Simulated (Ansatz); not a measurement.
C2H4FNOSi can be A, `N#COC(F)[SiH3]`, or B, `N#CC(O)(F)[SiH3]`.

Isolated molecules relaxed with PBE0-D4/def2-TZVP in Ansatz; ΔE leaves out vibrations. CBS: MP2 limit from def2 TZ/QZ plus the TZ coupled-cluster correction, frozen cores. Functionals use def2-TZVPP. B3LYP here is the variant with VWN-RPA as its local correlation; programs differ in this. Each species was taken in one conformer, which may not be the lowest.

Q: Which isomer does CCSD(T)/CBS put lower? Give the gap. (Estimate.)

A: Computed: B, by 16.6 kcal/mol.

Q: Give E(B) − E(A) in kcal/mol with ωB97M-V, B3LYP, B2PLYP, MP2/def2-TZVPP, r2SCAN-D4, HF/def2-TZVPP, B3LYP-D4. (Best estimate.)

A: Ansatz gave: ωB97M-V -15.9, B3LYP -13.7, B2PLYP -14.9, MP2/def2-TZVPP -17.1, r2SCAN-D4 -14.8, HF/def2-TZVPP -13.2, B3LYP-D4 -14.4. None reverses the order clearly.

Largest T1 diagnostic: 0.014.

In def2-TZVPP, CCSD(T) changes the Hartree–Fock value by −2.9 kcal/mol (the triples alone add −0.2 kcal/mol) and MP2 by −3.9 kcal/mol.
